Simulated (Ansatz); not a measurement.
Mulliken charges of CH₃ClSSi (`CS[Si]Cl`) from PBE/def2-TZVPP in Ansatz (PBE0-D4/def2-TZVP geometry).

```tsv
atom	x (Å)	y (Å)	z (Å)	charge (e)
C1	-0.248	0.798	-0.455	-0.244
S2	0.434	-0.741	-1.117	-0.134
Si3	0.809	-2.197	0.382	0.233
Cl4	0.214	-1.246	2.154	-0.222
H5	0.426	1.612	-0.720	0.127
H6	-1.220	0.967	-0.916	0.127
H7	-0.354	0.739	0.627	0.114
```

By hand: the dipole of these point charges (1 e Å = 4.8032 D).

Σ q r = (0.002, 0.081, -0.265) e Å, of length 0.277 e Å = 1.33 D.

How does the dipole of the full density compare? (Best estimate.)

The calculation gave: (-0.107, 0.307, -0.094) e Å, 1.63 D; the point charges give 0.82 times that, at 58° from its direction.

Point charges leave out the atoms' own dipoles, such as those of lone pairs, and Mulliken's split depends on the basis, so the two needn't agree.
